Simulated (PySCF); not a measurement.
Geometry:
| atom | x (Å) | y (Å) | z (Å) |
| --- | --- | --- | --- |
| Ga1 | 0.324 | 0.637 | -0.013 |
| Cl2 | 2.430 | 0.817 | 0.272 |
| Cl3 | -0.808 | 2.411 | -0.345 |
| N4 | -0.482 | -0.959 | 0.026 |
| H5 | -1.477 | -1.077 | -0.111 |
| H6 | 0.012 | -1.829 | 0.171 |

Geometry: PBE0-D3(BJ)/def2-SVP; GIAO shifts from PySCF 2.14.0 with density-fitted response routines, gas phase, non-relativistic, averaged over equivalent atoms.

At B3LYP/pcSseg-1 (pcSseg-2 on Ga) (138 basis functions, 7.8 s wall time on 1 thread of an Arm Neoverse V2, shared host):
| atoms | δ (ppm) |
| --- | --- |
| Ga1 | 449.3 |
| Cl2/Cl3 | 13.0 |
| N4 | 50.2 |
| H5/H6 | 1.82 |

References, each an isolated molecule treated in the same way: [Ga(H2O)6]3+ for 71Ga (σ = 1798.95 ppm); HCl for 35Cl (σ = 930.46 ppm); NH3 for 15N (σ = 263.54 ppm); TMS for 1H (σ = 31.38 ppm).

What do these become at PBE0/pcSseg-1 (pcSseg-2 on Ga)?

## Answers


```json
{"atoms": "Ga1", "δ at PBE0/pcSseg-1 (pcSseg-2 on Ga)": "436.0", "change": "-13.3"}
{"atoms": "Cl2/Cl3", "δ at PBE0/pcSseg-1 (pcSseg-2 on Ga)": "3.8", "change": "-9.2"}
{"atoms": "N4", "δ at PBE0/pcSseg-1 (pcSseg-2 on Ga)": "45.2", "change": "-5.0"}
{"atoms": "H5/H6", "δ at PBE0/pcSseg-1 (pcSseg-2 on Ga)": "1.77", "change": "-0.05"}
```

Scale: [Ga(H2O)6]3+ for 71Ga (1817.03 ppm); 35Cl (943.27 ppm) vs HCl; 15N (265.67 ppm) vs NH3; TMS for 1H (31.27 ppm) (reference shieldings calculated alike).

The largest change is at Ga1 (Ga bonded to 2 Cl, N). Cost: 138 basis functions, 9.3 s wall time on 1 thread of an Arm Neoverse V2, shared host.

Relativistic effects, spin–orbit coupling among them, are left out; they matter for Ga and for the light atoms bonded to it. Experimental scales use liquid or dissolved standards, which lie at an offset from isolated NH3 (liquid NH3: subtract about 20 ppm).
